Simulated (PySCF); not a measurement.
# Bond curve of CeN

Set-up: basis Ce x2c-TZVPall, N x2c-TZVPall; spin-free X2C with a Gaussian nucleus; PySCF 2.14. Energies in eV from Ce (4f1 5d1 6s2) + N in their ground configurations at the same level. State: doublet, about 1.4 electrons in the 4f shell (Mulliken), real f orbitals that mix terms.

All columns are PBE0. A positive dipole means Ce(−)N(+).

```json
{"R (Å)": "1.507", "E (eV)": "-4.316", "μ (D)": "-4.75", "Mulliken charge on Ce (basis-dependent)": "0.42", "HOMO (eV)": "-2.27", "LUMO (eV)": "-1.37", "Mayer bond order": "2.99", "⟨S²⟩": "0.76"}
{"R (Å)": "1.577", "E (eV)": "-5.330", "μ (D)": "-5.76", "Mulliken charge on Ce (basis-dependent)": "0.47", "HOMO (eV)": "-2.54", "LUMO (eV)": "-1.42", "Mayer bond order": "2.98", "⟨S²⟩": "0.75"}
{"R (Å)": "1.647", "E (eV)": "-5.896", "μ (D)": "-6.55", "Mulliken charge on Ce (basis-dependent)": "0.51", "HOMO (eV)": "-2.87", "LUMO (eV)": "-1.50", "Mayer bond order": "2.97", "⟨S²⟩": "0.75"}
{"R (Å)": "1.699", "E (eV)": "-6.100", "μ (D)": "-7.04", "Mulliken charge on Ce (basis-dependent)": "0.54", "HOMO (eV)": "-3.14", "LUMO (eV)": "-1.57", "Mayer bond order": "2.96", "⟨S²⟩": "0.75"}
{"R (Å)": "1.752", "E (eV)": "-6.159", "μ (D)": "-7.46", "Mulliken charge on Ce (basis-dependent)": "0.55", "HOMO (eV)": "-3.43", "LUMO (eV)": "-1.65", "Mayer bond order": "2.96", "⟨S²⟩": "0.75"}
{"R (Å)": "1.805", "E (eV)": "-6.102", "μ (D)": "-7.82", "Mulliken charge on Ce (basis-dependent)": "0.57", "HOMO (eV)": "-3.72", "LUMO (eV)": "-1.73", "Mayer bond order": "2.95", "⟨S²⟩": "0.75"}
{"R (Å)": "1.875", "E (eV)": "-5.887", "μ (D)": "-8.21", "Mulliken charge on Ce (basis-dependent)": "0.59", "HOMO (eV)": "-4.11", "LUMO (eV)": "-1.84", "Mayer bond order": "2.94", "⟨S²⟩": "0.75"}
{"R (Å)": "1.962", "E (eV)": "-5.457", "μ (D)": "-8.56", "Mulliken charge on Ce (basis-dependent)": "0.60", "HOMO (eV)": "-4.31", "LUMO (eV)": "-1.97", "Mayer bond order": "2.93", "⟨S²⟩": "0.75"}
{"R (Å)": "2.067", "E (eV)": "-4.789", "μ (D)": "-8.82", "Mulliken charge on Ce (basis-dependent)": "0.61", "HOMO (eV)": "-4.27", "LUMO (eV)": "-2.11", "Mayer bond order": "2.93", "⟨S²⟩": "0.75"}
{"R (Å)": "2.208", "E (eV)": "-3.773", "μ (D)": "-8.96", "Mulliken charge on Ce (basis-dependent)": "0.59", "HOMO (eV)": "-4.25", "LUMO (eV)": "-2.28", "Mayer bond order": "2.93", "⟨S²⟩": "0.76"}
```

A fit through these points gives, at Re = 1.750 Å, μ = -7.44 D and dμ/dR = -7.42 D/Å; the reduced mass is 12.73 u.

How strong is the fundamental in the double-harmonic approximation, I = 42.26·(dμ/dR)²/μred km/mol?

I = 42.26·(-7.42)²/12.73 = 183 km/mol at PBE0.

These are scalar-relativistic numbers at best; spin–orbit coupling would shift them, the dissociation energy most. With d or f electrons several states lie close, and the lowest PBE0 determinant need not be the measured ground state.
